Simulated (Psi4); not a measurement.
C₃H₈N (SMILES [CH2-]N(C)C), charge -1, singlet, geometry from GFN2-xTB (a gas-phase anion, which may not be bound at this level). Base run: MP2/STO-3G (Psi4 1.11).

Here is a job for Psi4.
```
memory 2 GB

molecule mol {
-1 1
N     0.001546    0.029851    0.378522
C    -0.002249    1.469584   -0.201896
C     1.174442   -0.652834   -0.084420
C    -1.173850   -0.655085   -0.074649
H     0.883755    1.937223    0.347793
H    -0.884542    1.935528    0.355151
H     1.246424   -0.719139   -1.194192
H     1.205142   -1.682705    0.312765
H     2.059148   -0.119681    0.269251
H    -1.254938   -0.721537   -1.183784
H    -2.056603   -0.123626    0.286377
H    -1.199269   -1.685009    0.322770
}

set {
  basis sto-3g
  reference rhf
  freeze_core true
}

energy('mp2')
print_variables()
```

Variants of this job, named by their change:

| change | basis functions | E (Eh) | MP2 correlation (Eh) |
|---|---|---|---|
| base | 28 | -170.51709 | -0.19145 |
| basis = 3-21G | 52 | -171.96554 | -0.38210 |
| basis = 6-31G* | 76 | -173.11526 | -0.56582 |
| basis = pcseg-1 | 96 | -173.14331 | -0.62027 |
| basis = def2-SVP | 96 | … | … |
| basis = 6-31G** | … | … | … |
| basis = 6-311G** | 120 | -173.26714 | -0.65899 |
| basis = 6-311++G** | 144 | -173.29464 | -0.67079 |
| basis = 6-311+G(2d,p) | … | … | … |
| basis = aug-pcseg-1 | … | … | … |
| basis = def2-TZVP | 172 | -173.38168 | -0.74530 |
| basis = pcseg-2 | 232 | -173.39485 | -0.76273 |
| basis = def2-TZVPP | 236 | -173.40823 | -0.76902 |

**Question.** What belongs in the gaps?

**Answer.** 
- basis = def2-SVP, E (Eh): -173.05373
- basis = def2-SVP, MP2 correlation (Eh): -0.61760
- basis = 6-31G**, basis functions: 100
- basis = 6-31G**, E (Eh): -173.18345
- basis = 6-31G**, MP2 correlation (Eh): -0.62133
- basis = 6-311+G(2d,p), basis functions: 156
- basis = 6-311+G(2d,p), E (Eh): -173.32899
- basis = 6-311+G(2d,p), MP2 correlation (Eh): -0.70135
- basis = aug-pcseg-1, basis functions: 164
- basis = aug-pcseg-1, E (Eh): -173.20499
- basis = aug-pcseg-1, MP2 correlation (Eh): -0.65990

Totals compare only among sets that treat the same electrons; sets with core potentials leave the core out.

A gas-phase anion may not be bound at this level; its values then depend on the basis.
